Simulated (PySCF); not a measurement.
Two species compared at the same levels of theory.

First species: methacrylic acid, C4H6O2.
Bonds: C1–C2 (double), C2–C3, C2–C4, C4–O5 (double), C4–O6. Hydrogens: H7, H8 on C1; H9, H10, H11 on C3; H12 on O6.

Second species: C₂H₈ClGaS.
Bonds: C1–S2, S2–C3, S2–Ga4, Ga4–Cl5. Hydrogens: H6, H7, H8 on C1; H9, H10, H11 on C3; H12, H13 on Ga4.

Levels: CAM-B3LYP/def2-SVPD for dipole moment, HOMO energy, LUMO energy, HOMO–LUMO gap, static isotropic polarisability and electronic spatial extent ⟨r²⟩ about the centre of nuclear charge; TDDFT CAM-B3LYP/def2-SVPD for lowest singlet excitation; PBE0-D3(BJ)/def2-SVP for rotational constant A and rotational constant C. Geometries: PBE0-D3(BJ)/def2-SVP. Each species is one conformer at its optimised geometry, gas phase, non-relativistic unless stated. Electronic properties by PySCF.

The conformers computed, where there is a choice (atom-mapped SMILES and torsion angles):
- `[CH2:1]=[C:2]([CH3:3])[C:4](=[O:5])[OH:6]`: C1–C2–C4–O5 180°, H–O6–C4–C2 180°
- `[CH3:1][S+:2]([CH3:3])[GaH2-:4][Cl:5]`: C1–S2–Ga4–Cl5 52°

Values for the first species:

```
Dipole moment                                                     : 1.82 D
HOMO energy                                                       : -9.32 eV
LUMO energy                                                       : -0.32 eV
HOMO–LUMO gap                                                     : 9.00 eV
Lowest singlet excitation                                         : 5.17 eV
Static isotropic polarisability                                   : 57.2 au
Electronic spatial extent ⟨r²⟩ about the centre of nuclear charge : 568 bohr²
Rotational constant A                                             : 5.393 GHz
Rotational constant C                                             : 2.160 GHz
```

(1) Estimate the same properties for the second species, and the change in each.

## Answers

(1) 
```
                                                         property      first      second  second less first
                                                    dipole moment     1.82 D      4.44 D            +2.62 D
                                                      HOMO energy   -9.32 eV    -9.13 eV           +0.19 eV
                                                      LUMO energy   -0.32 eV     0.71 eV           +1.03 eV
                                                    HOMO–LUMO gap    9.00 eV     9.84 eV           +0.84 eV
                                        lowest singlet excitation    5.17 eV     6.54 eV           +1.37 eV
                                  static isotropic polarisability    57.2 au     91.7 au           +34.5 au
electronic spatial extent ⟨r²⟩ about the centre of nuclear charge  568 bohr²  1112 bohr²         +544 bohr²
                                            rotational constant A  5.393 GHz   2.442 GHz         -2.951 GHz
                                            rotational constant C  2.160 GHz   1.155 GHz         -1.005 GHz
```

On the first: The 10 singlets span 5.17 to 8.67 eV, and their oscillator strengths add up to 0.49. No computed singlet falls in the visible range (750 to 380 nm, 1.65 to 3.26 eV); S1 lies 1.91 eV above its blue end.

On the second: In atomic units the dipole is 1.75 e·bohr (1 au = 2.5417 D). The calculation is non-relativistic and has no spin–orbit coupling, an omission that weighs most on gallium.
